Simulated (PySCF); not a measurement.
**SMILES CC=C=C=C=C(C)[SiH3], C$_{7}$H$_{10}$Si**

Geometry:
```tsv
atom	x (Å)	y (Å)	z (Å)
C1	3.933	0.267	-1.136
C2	2.970	0.338	0.008
C3	1.673	0.112	-0.071
C4	0.412	-0.107	-0.155
C5	-0.850	-0.326	-0.232
C6	-2.153	-0.516	-0.321
C7	-2.808	-1.861	-0.133
Si8	-3.226	0.984	-0.702
H9	3.426	0.008	-2.075
H10	4.449	1.232	-1.271
H11	4.713	-0.487	-0.941
H12	3.380	0.601	0.994
H13	-3.398	-2.136	-1.024
H14	-2.067	-2.651	0.050
H15	-3.509	-1.836	0.718
H16	-4.239	1.172	0.385
H17	-3.975	0.760	-1.979
H18	-2.377	2.203	-0.820
```

Method used: TDDFT CAM-B3LYP/aug-cc-pVDZ circular dichroism and optical rotation, one conformer, gas phase (PySCF). Geometry: PBE0-D3(BJ)/def2-SVP.

No stereocentre is labelled: unless the shape is locked (an allene, a helicene, a hindered biaryl), the mirror image is equally populated and a measured rotation or CD is zero.

Give the optical rotatory dispersion at 633, 589.3, 546, 436, 405 nm.

[α] in deg dm⁻¹ (g/mL)⁻¹:
| λ (nm) | origin-invariant length gauge | modified velocity gauge | length gauge (centre of mass) | isotropic polarisability (au) |
| --- | --- | --- | --- | --- |
| 633 | -164.9 | -166.3 | -161.0 | 159.5 |
| 589.3 | -196.7 | -198.2 | -192.0 | 161.3 |
| 546 | -238.9 | -240.5 | -233.2 | 163.6 |
| 436 | -447.0 | -447.0 | -435.9 | 174.3 |
| 405 | -561.7 | -559.0 | -547.7 | 179.8 |

The shortest wavelength is close to the first absorption, where this undamped response comes out too large.

And for the mirror image at 589.3 nm?

+196.7 deg dm⁻¹ (g/mL)⁻¹ (origin-invariant length gauge): the same size and the opposite sign.

What is the molar rotation [Φ] = [α]·M/100 of the geometry above at 589.3 nm?

With M = 122.24 g/mol, -240.5 deg cm² dmol⁻¹ (origin-invariant length gauge).

The first excitation lies at 3.55 eV (349 nm) with R = +0.1 × 10⁻⁴⁰ esu² cm² (velocity form).
